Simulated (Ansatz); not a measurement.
## Abstraction of Cl: MgHCl + GeH2(CH3) → MgH + GeH2(CH3)Cl

Species: MgHCl `[MgH][Cl]`, singlet; GeH2(CH3), doublet; MgH, doublet; GeH2(CH3)Cl, singlet. A radical takes Cl: the energy is the difference in strength between the Mg–Cl bond broken and the Ge–Cl bond made.

Shapes, held fixed at every level: PBE0-D4/def2-TZVP. Programs: Ansatz 0.2.0. The zero-point and thermal change to 298 K, harmonic and unscaled (PBE0-D4/def2-TZVP), is +1.5 kJ/mol.

| level | kind | ΔH(298 K) (kJ/mol) | less CCSD(T)/def2-TZVPP |
| --- | --- | --- | --- |
| HF/def2-TZVPP | Hartree–Fock | +54.5 | +4.1 |
| PBE-D4/def2-TZVPP | GGA | +44.6 | -5.8 |
| r2SCAN-D4/def2-TZVPP | meta-GGA | +55.8 | +5.4 |
| BHLYP-D4/def2-TZVPP | global hybrid | +53.0 | +2.6 |
| PBE0-D4/def2-TZVPP | global hybrid | +45.6 | -4.8 |
| B2PLYP/def2-TZVPP | double hybrid | +56.3 | +5.9 |
| CCSD(T)/def2-TZVPP | coupled cluster or CI | +50.4 | 0.0 |

The highest level, CCSD(T)/def2-TZVPP, gives ΔH(298 K) = +50.4 kJ/mol; the levels span +44.6 to +56.3. The column of differences is taken from that level and isn't an error. No measured value is set beside it here. Open shells run unrestricted. Relativity is left out for Ge. Outer-core shells of Ge, Mg are correlated, in sets that cover them unevenly.
